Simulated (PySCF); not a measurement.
Electron correlation in As (arsenic, neutral)

[Ar] 3d10 4s2 4p3, high-spin 4S determinant. Computed with PySCF 2.14 in pcseg-2, with the non-relativistic Hamiltonian (point nucleus). Frozen: [Ar] 3d10; 5 electrons correlated.

MP2 pair energies summed by pair of shells (mhartree):

```tsv
pair	energy	share (%)
4s-4p	-46.12	65.1
4p-4p	-15.27	21.5
4s-4s	-9.50	13.4
```

Total MP2 correlation energy: -70.89 mhartree.

Same-spin part -19.00 and opposite-spin part -51.89 mhartree; SCS-MP2 scales them by 1/3 and 6/5 to -68.60 mhartree.

```tsv
level	correlation energy (mhartree)
CCSD	-85.26
(T)	-2.78
CCSD(T)	-88.04
```

Diagnostics: T1 = 0.0030, D1 = 0.0079, largest double amplitude 0.053.

Cost of the coupled-cluster step: 0.5 s of wall time on 1 thread of Neoverse-N1 (shared host), for 5 correlated electrons.

Iterations:

```
CC2 = 0
CCSD nocc = (np.int64(4), np.int64(1)), nmo = (29, 29)
frozen orbitals [[0, 1, 2, 3, 4, 5, 6, 7, 8, 9, 10, 11, 12, 13], [0, 1, 2, 3, 4, 5, 6, 7, 8, 9, 10, 11, 12, 13]]
max_cycle = 100
direct = 0
conv_tol = 1e-08
conv_tol_normt = 1e-06
diis_space = 8
diis_start_cycle = 0
Init t2, MP2 energy = -0.0708874130039875
Init E_corr(UCCSD) = -0.070887413004648
cycle = 1  E_corr(UCCSD) = -0.0823117141566358  dE = -0.0114243012  norm(t1,t2) = 0.0380329
cycle = 2  E_corr(UCCSD) = -0.0844772680245261  dE = -0.00216555387  norm(t1,t2) = 0.0102779
cycle = 3  E_corr(UCCSD) = -0.0852776935831597  dE = -0.000800425559  norm(t1,t2) = 0.00358915
cycle = 4  E_corr(UCCSD) = -0.0852643649195287  dE = 1.33286636e-05  norm(t1,t2) = 0.00048898
cycle = 5  E_corr(UCCSD) = -0.0852635975552349  dE = 7.67364294e-07  norm(t1,t2) = 4.83419e-05
cycle = 6  E_corr(UCCSD) = -0.0852634148101761  dE = 1.82745059e-07  norm(t1,t2) = 8.47922e-06
cycle = 7  E_corr(UCCSD) = -0.0852635327354288  dE = -1.17925253e-07  norm(t1,t2) = 1.8621e-06
cycle = 8  E_corr(UCCSD) = -0.085263490595917  dE = 4.21395119e-08  norm(t1,t2) = 2.38335e-07
cycle = 9  E_corr(UCCSD) = -0.0852634949640756  dE = -4.36815864e-09  norm(t1,t2) = 3.50232e-08
UCCSD converged
E(UCCSD) = -2234.294699037052  E_corr = -0.08526349496407563
UCCSD(T) correction = -0.00278428019878613
```
